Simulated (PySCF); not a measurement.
C4H7Si (doublet state).
Structure used (GFN2-xTB), in Å, numbered top down from 1:
```xyz
12
C4H7Si angstrom
Si     1.9507   -0.1537   -0.2427
C      0.1412   -0.0666    0.1330
C     -0.7137   -0.4466    1.1822
C     -1.8474    0.0232    0.5669
C     -1.0590    0.4877   -0.6358
H      2.4815    1.2000   -0.4454
H      2.6314   -0.7984    0.8796
H      2.1669   -0.9233   -1.4741
H     -0.5321   -0.9316    2.1251
H     -2.8920    0.0638    0.8095
H     -1.2828   -0.0196   -1.5744
H     -1.0435    1.5644   -0.8059
```

Identity: `[SiH3]C1=C[CH]C1` [radical].

Computed, not measured: UKS B3LYP, pcH-1 on C H Si, non-relativistic, mean-field spin-orbit, GIAO in PySCF 2.14.0. Isolated species at its GFN2-xTB geometry, gas phase. Couplings are sensitive to structure, and on GFN2-xTB geometries they can be far from those on DFT ones. No stability test was run, so a lower SCF solution isn't excluded. ⟨S²⟩ is 0.775 where a pure state has 0.75.

**Question.** Break the g tensor into its mass correction, gauge correction and orbital-Zeeman/spin–orbit terms.

**Answer.** 
| Δg (ppm) | 1 | 2 | 3 |
| --- | --- | --- | --- |
| relativistic mass correction | -134 | -134 | -134 |
| gauge correction | -3 | 25 | 26 |
| orbital Zeeman/spin–orbit | -17 | 487 | 613 |
| total | -154 | 378 | 505 |

So g = 2.00217, 2.00270, 2.00282 and g_iso = 2.00256; the tensor is rhombic: the two nearest values differ by 19 % of g3 − g1. Axes: g2 points within 11° of the C4–C5 bond and g3 points within 12° of the C3–C4 bond.

**Question.** What are the electron Larmor frequencies g μB B/h along the three axes at 350 mT?

**Answer.** 9.8080, 9.8106, 9.8112 GHz for g1, g2 and g3, a range of 3.2 MHz.

**Question.** At 33.804 GHz, how far is the centre of the isotropic spectrum from where a free electron (g = 2.002319) resonates?

**Answer.** B = hν/(g μB) with μB/h = 13.99624 MHz/mT gives 1206.21 mT for the free electron and 1206.06 mT at g_iso, 0.15 mT lower.

**Question.** In a frozen sample, at which fields do the three g values resonate at 9.5, 34, 94 and 263 GHz (hyperfine left aside), and which band first spreads them over more than twice a line width of 0.3 mT?

**Answer.** 
```json
{"band": "X", "GHz": "9.5", "B(g3) mT": "338.90", "B(g2) mT": "338.92", "B(g1) mT": "339.01", "spread mT": "0.11"}
{"band": "Q", "GHz": "34.0", "B(g3) mT": "1212.90", "B(g2) mT": "1212.98", "B(g1) mT": "1213.30", "spread mT": "0.40"}
{"band": "W", "GHz": "94.0", "B(g3) mT": "3353.31", "B(g2) mT": "3353.52", "B(g1) mT": "3354.41", "spread mT": "1.10"}
{"band": "J", "GHz": "263.0", "B(g3) mT": "9382.13", "B(g2) mT": "9382.72", "B(g1) mT": "9385.22", "spread mT": "3.09"}
```

The spread grows in proportion to the frequency. W band is the first where it exceeds 0.6 mT.

The Mulliken spin populations are largest on C2 (+0.69), C4 (+0.63), C3 (-0.25) and C5 (-0.08). The angles at C2 add up to 360.0°, so it is planar.

The HOMO–LUMO gaps are 5.71 eV among the α and 5.46 eV among the β orbitals.

Hardware: an Arm Neoverse V2 with one thread, no GPU (shared host). Cost: 25 s wall (with the writing of density and orbital grids), 0.72 GiB resident at most.
